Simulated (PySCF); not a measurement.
C2H9GaO2Si (SMILES C[O][Ga]([SiH3])[O]C), singlet, geometry from GFN2-xTB (such geometries of metal compounds can be far from the true shape) (in this run its highest filled SCF level lies above zero, so its values depend strongly on the basis, on diffuse functions most of all), atoms displaced at random by about 0.03 Å a coordinate. Base run: TPSS/STO-3G, gradient (PySCF).

Input for PySCF:
```python
from pyscf import gto, scf, dft

mol = gto.M(
    atom='''
Ga   -0.024459    0.011864    0.002239
O    -1.480981   -0.761232    0.449004
C    -2.575420   -1.600103    0.563149
H    -3.576518   -1.041396    0.282401
H    -2.506336   -2.480023   -0.127670
H    -2.661949   -2.018094    1.581621
O     1.285335   -0.390384   -1.153064
C     2.043901   -1.071643   -2.177215
H     2.129020   -0.409640   -3.003630
H     3.001998   -1.385661   -1.693251
H     1.523883   -1.941557   -2.557207
Si    0.380614    1.959569    1.166895
H    -0.038503    1.847623    2.546360
H    -0.305071    3.160273    0.477031
H     1.830205    2.278008    1.208160
''',
    basis='sto-3g',
    charge=0,
    spin=0,
    verbose=4,
)

mf = dft.RKS(mol)
mf.xc = 'tpss'
mf.kernel()
g = mf.nuc_grad_method()
grad = g.kernel()
```

The coordinate followed is z of atom 3.

Each row names what was changed in the base input (with any setting that the change needs).

| change | dE/dx (Eh/bohr) | net force (Eh/bohr) | outcome |
|---|---|---|---|
| base | 0.032704 | 0.000236 | converged |
| grids.level = 5; grid_response = off | 0.032695 | 0.000015 | converged |
| grids.level = 5; grid_response = on | 0.032695 | 0.000000 | converged |
| density fitting = on; auxbasis_response = off | - | - | not converged |
| grids.level = 0; grid_response = on | 0.034203 | 0.000000 | converged |
| grids.level = 1; grid_response = off | 0.032644 | 0.001788 | converged |
| grid_response = on | 0.032748 | 0.000000 | converged |
| grids.level = 0; grid_response = off | 0.031997 | 0.045511 | converged |
| finite difference step (bohr) = 0.01; conv_tol = 1e-11 | - | - | not converged |
| finite difference step (bohr) = 1e-5; conv_tol = 1e-11 | - | - | not converged |
| conv_tol = 1e-6 | 0.032697 | 0.000236 | converged |

The net force is zero for an exact gradient.
